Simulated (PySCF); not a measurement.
C$_{4}$H$_{8}$O$_{2}$ (SMILES C1COCCO1), singlet, at a GFN2-xTB geometry; BLYP/STO-3G (PySCF).

The PySCF input:
```python
from pyscf import gto, scf, dft

mol = gto.Mole()
mol.atom = '''
    C     1.247602    0.545664   -0.003314
    C     0.930822   -0.856959    0.503451
    O    -0.159910   -1.431509   -0.194484
    C    -1.079178   -0.471116   -0.683883
    C    -1.099246    0.782410    0.183746
    O     0.159910    1.431509    0.194484
    H     2.096931    0.966806    0.539985
    H     1.501618    0.498592   -1.072649
    H     1.784703   -1.521487    0.351185
    H     0.705205   -0.813945    1.579306
    H    -0.818025   -0.196019   -1.716519
    H    -2.060881   -0.950849   -0.687076
    H    -1.820753    1.505531   -0.204094
    H    -1.388798    0.511371    1.209863
'''
mol.basis = 'sto-3g'
mol.charge = 0
mol.spin = 0
mol.verbose = 4
mol.build()

mf = dft.RKS(mol)
mf.xc = 'blyp'
mf.DIIS = scf.EDIIS
mf.kernel()
```

It wrote (shortened):

```
PySCF version 2.14.0

[INPUT] verbose = 4
[INPUT] num. atoms = 14
[INPUT] num. electrons = 48
[INPUT] charge = 0
[INPUT] spin (= nelec alpha-beta = 2S) = 0
[INPUT] symmetry False subgroup None
[INPUT] Mole.unit = angstrom
[INPUT] Symbol           X                Y                Z      unit          X                Y                Z       unit  Magmom
[...]
nuclear repulsion = 264.941786692219
number of shells = 26
number of NR pGTOs = 114
number of NR cGTOs = 38
basis = sto-3g
ecp = {}

******** <class 'pyscf.dft.rks.RKS'> ********
method = RKS
initial guess = minao
damping factor = 0
level_shift factor = 0
DIIS = <class 'pyscf.scf.diis.EDIIS'>
diis_start_cycle = 1
diis_space = 8
diis_damp = 0
SCF conv_tol = 1e-09
SCF conv_tol_grad = None
SCF max_cycles = 50
direct_scf = True
direct_scf_tol = 1e-13
XC library pyscf.dft.libxc version 7.1.2
    S. Lehtola, C. Steigemann, M. J. T. Oliveira, and M. A. L. Marques,  SoftwareX 7, 1–5 (2018)
XC functionals = blyp
    A. D. Becke,  Phys. Rev. A 38, 3098 (1988)
    C. Lee, W. Yang, and R. G. Parr,  Phys. Rev. B 37, 785 (1988)
    B. Miehlich, A. Savin, H. Stoll, and H. Preuss,  Chem. Phys. Lett. 157, 200 (1989)
radial grids:
    Treutler-Ahlrichs [JCP 102, 346 (1995); DOI:10.1063/1.469408] (M4) radial grids

becke partition: Becke, JCP 88, 2547 (1988); DOI:10.1063/1.454033
pruning grids: <function nwchem_prune>
grids dens level: 3
symmetrized grids: False
atomic radii adjust function: <function treutler_atomic_radii_adjust>
small_rho_cutoff = 0
Set gradient conv threshold to 3.16228e-05
Initial guess from minao.
tot grids = 163104
init E= -304.273853401999
[...]
cycle= 1 E= -303.398571236286  delta_E= 0.875  |g|= 0.581  |ddm|= 4.75
[...]
cycle= 2 E= -303.214790399186  delta_E= 0.184  |g|= 1.01  |ddm|= 2.28
[...]
cycle= 3 E= -303.498903411555  delta_E= -0.284  |g|= 0.206  |ddm|= 1.68
[...]
cycle= 4 E= -303.498903411846  delta_E= -2.91e-10  |g|= 0.206  |ddm|= 3.26e-09
[...]
cycle= 5 E= -303.498903411406  delta_E= 4.4e-10  |g|= 0.206  |ddm|= 4.91e-09
[...]
cycle= 6 E= -303.498903411776  delta_E= -3.7e-10  |g|= 0.206  |ddm|= 4.13e-09
[...]
cycle= 7 E= -303.49890341141  delta_E= 3.66e-10  |g|= 0.206  |ddm|= 4.09e-09
[...]
cycle= 8 E= -303.498903411901  delta_E= -4.91e-10  |g|= 0.206  |ddm|= 5.48e-09
[...]
cycle= 9 E= -303.498903411634  delta_E= 2.67e-10  |g|= 0.206  |ddm|= 2.99e-09
[...]
cycle= 10 E= -303.47470864795  delta_E= 0.0242  |g|= 0.345  |ddm|= 0.228
[...]
[...]
[...]
cycle= 23 E= -303.51088630935  delta_E= -9.27e-11  |g|= 0.0372  |ddm|= 5.92e-09
[...]
cycle= 24 E= -303.510886308899  delta_E= 4.51e-10  |g|= 0.0372  |ddm|= 2.87e-08
[...]
cycle= 25 E= -303.510886309362  delta_E= -4.63e-10  |g|= 0.0372  |ddm|= 2.95e-08
[...]
cycle= 26 E= -303.510886309041  delta_E= 3.21e-10  |g|= 0.0372  |ddm|= 2.04e-08
[...]
cycle= 27 E= -303.510886308871  delta_E= 1.7e-10  |g|= 0.0372  |ddm|= 1.08e-08
[...]
cycle= 28 E= -303.510210775588  delta_E= 0.000676  |g|= 0.0609  |ddm|= 0.136
[...]
cycle= 29 E= -303.511275068711  delta_E= -0.00106  |g|= 0.0131  |ddm|= 0.0974
[...]
cycle= 30 E= -303.511275068679  delta_E= 3.12e-11  |g|= 0.0131  |ddm|= 5.92e-09
[...]
cycle= 31 E= -303.511275068498  delta_E= 1.81e-10  |g|= 0.0131  |ddm|= 3.58e-08
[...]
cycle= 32 E= -303.511275068676  delta_E= -1.78e-10  |g|= 0.0131  |ddm|= 3.46e-08
[...]
cycle= 33 E= -303.511275068792  delta_E= -1.16e-10  |g|= 0.0131  |ddm|= 2.3e-08
[...]
cycle= 34 E= -303.51127506906  delta_E= -2.68e-10  |g|= 0.0131  |ddm|= 5.24e-08
[...]
cycle= 35 E= -303.511275068549  delta_E= 5.11e-10  |g|= 0.0131  |ddm|= 1.02e-07
[...]
cycle= 36 E= -303.511179703488  delta_E= 9.54e-05  |g|= 0.0218  |ddm|= 0.0192
[...]
cycle= 37 E= -303.511206461278  delta_E= -2.68e-05  |g|= 0.0202  |ddm|= 0.0547
[...]
cycle= 38 E= -303.51131914447  delta_E= -0.000113  |g|= 0.00357  |ddm|= 0.0261
[...]
cycle= 39 E= -303.511319144457  delta_E= 1.3e-11  |g|= 0.00357  |ddm|= 4.15e-08
[...]
cycle= 40 E= -303.511319144559  delta_E= -1.02e-10  |g|= 0.00357  |ddm|= 3.29e-07
[...]
cycle= 41 E= -303.511319144437  delta_E= 1.22e-10  |g|= 0.00357  |ddm|= 3.96e-07
[...]
cycle= 42 E= -303.51131914446  delta_E= -2.34e-11  |g|= 0.00357  |ddm|= 7.87e-08
[...]
cycle= 43 E= -303.511319144445  delta_E= 1.57e-11  |g|= 0.00357  |ddm|= 5.18e-08
[...]
cycle= 44 E= -303.511319144449  delta_E= -4.55e-12  |g|= 0.00357  |ddm|= 1.1e-08
[...]
cycle= 45 E= -303.511294340923  delta_E= 2.48e-05  |g|= 0.00995  |ddm|= 0.0168
[...]
cycle= 46 E= -303.511315323334  delta_E= -2.1e-05  |g|= 0.00547  |ddm|= 0.0197
[...]
cycle= 47 E= -303.511321767207  delta_E= -6.44e-06  |g|= 0.00251  |ddm|= 0.0059
[...]
cycle= 48 E= -303.511321766603  delta_E= 6.04e-10  |g|= 0.00251  |ddm|= 6.27e-07
[...]
cycle= 49 E= -303.511321766815  delta_E= -2.12e-10  |g|= 0.00251  |ddm|= 2.2e-07
[...]
cycle= 50 E= -303.511321767062  delta_E= -2.47e-10  |g|= 0.00251  |ddm|= 2.55e-07
SCF not converged.
SCF energy = -303.511321767062
```

The run did not converge; its last values are not results.
